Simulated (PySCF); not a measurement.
# Charge on either side of a bond

Species: C9H15F.
Atom-mapped SMILES: `[CH3:1][CH:2]([CH3:3])[C@@H:4]1[CH:5]=[CH:6][CH2:7][CH2:8][C@@H:9]1[F:10]` (hydrogens: H11, H12, H13 on C1; H14 on C2; H15, H16, H17 on C3; H18 on C4; H19 on C5; H20 on C6; H21, H22 on C7; H23, H24 on C8; H25 on C9)

Geometry (GFN2-xTB, Å), atoms numbered from 1 in this order:
```
atom  x, y, z in Å
C1     2.5206    0.7878    0.9283
C2     1.5724    0.3939   -0.2033
C3     1.8978   -1.0170   -0.6909
C4     0.0986    0.5457    0.2437
C5    -0.3887   -0.6311    1.0384
C6    -1.5829   -1.1800    0.8977
C7    -2.6015   -0.6945   -0.0850
C8    -2.3002    0.7378   -0.5207
C9    -0.8369    0.8554   -0.9326
F10   -0.6169   -0.0024   -1.9962
H11    2.3829    0.1401    1.7912
H12    3.5533    0.6978    0.5991
H13    2.3502    1.8166    1.2400
H14    1.7317    1.0886   -1.0369
H15    1.2152   -1.3236   -1.4769
H16    1.8292   -1.7338    0.1234
H17    2.9113   -1.0456   -1.0856
H18    0.0495    1.4303    0.8950
H19    0.3006   -1.0126    1.7775
H20   -1.8657   -2.0339    1.4976
H21   -2.5893   -1.3508   -0.9613
H22   -3.6012   -0.7500    0.3515
H23   -2.9390    1.0185   -1.3598
H24   -2.4835    1.4294    0.3028
H25   -0.6185    1.8575   -1.3279
```

Atomic charges (e) from the PBE0/pcSseg-1 density (PySCF):

```
atom  Mulliken      IAO  Hirshfeld  ESP-fitted
  C1   -0.1940  -0.4156    -0.1190     -0.5471
  C2   -0.3435  -0.0894    -0.0177     +0.4512
  C3   -0.1919  -0.4206    -0.1281     -0.5970
  C4   -0.2571  -0.1344    -0.0329     -0.2097
  C5   -0.0891  -0.1657    -0.0512     -0.2176
  C6   -0.1471  -0.1556    -0.0495     -0.1551
  C7   -0.1688  -0.2685    -0.0731     +0.0164
  C8   -0.1948  -0.2727    -0.0782     -0.2463
  C9   +0.2059  +0.1814    +0.0674     +0.2472
 F10   -0.3387  -0.3363    -0.0926     -0.2315
 H11   +0.1029  +0.1310    +0.0372     +0.1456
 H12   +0.1144  +0.1395    +0.0406     +0.1385
 H13   +0.1090  +0.1334    +0.0368     +0.1082
 H14   +0.1181  +0.1259    +0.0336     -0.0176
 H15   +0.1296  +0.1537    +0.0275     +0.1608
 H16   +0.1020  +0.1319    +0.0324     +0.1493
 H17   +0.1069  +0.1345    +0.0374     +0.1382
 H18   +0.1365  +0.1386    +0.0403     +0.1080
 H19   +0.0918  +0.1387    +0.0415     +0.1364
 H20   +0.0885  +0.1437    +0.0433     +0.1059
 H21   +0.1445  +0.1524    +0.0395     +0.0648
 H22   +0.1275  +0.1434    +0.0439     +0.0468
 H23   +0.1243  +0.1421    +0.0413     +0.0817
 H24   +0.1213  +0.1401    +0.0426     +0.1009
 H25   +0.1020  +0.1284    +0.0372     +0.0220
```

Q: Cut each of the bonds C1–C2, C2–C4 and C3–C2 in turn and sum the charges on the side of the atom named first.

A: In e; the other side holds the opposite charge:

```csv
bond cut,piece,atoms,Mulliken,IAO,Hirshfeld,ESP-fitted
C1–C2,CH3,4,+0.132,-0.012,-0.004,-0.155
C2–C4,C3H7,10,+0.053,+0.024,-0.019,+0.130
C3–C2,CH3,4,+0.147,0.000,-0.031,-0.149
```

Extremes among these pieces. Mulliken: lowest C3H7 at C2, highest CH3 at C3; IAO: lowest CH3 at C1, highest C3H7 at C2; Hirshfeld: lowest CH3 at C3, highest CH3 at C1; ESP-fitted: lowest CH3 at C1, highest C3H7 at C2.

Q: Do the schemes agree better on the pieces than on the single atoms at the cuts?

A: The spread between schemes averages 0.244 e for the pieces and 0.564 e for the atoms named first; it is smaller for the piece at 3 of the 3 cuts. On average they agree better on the pieces. The sign differs between schemes (beyond ±0.03 e) for CH3 at C1 and CH3 at C3.

The structure is a single GFN2-xTB conformer in the gas phase; no vibrational or solvent corrections.
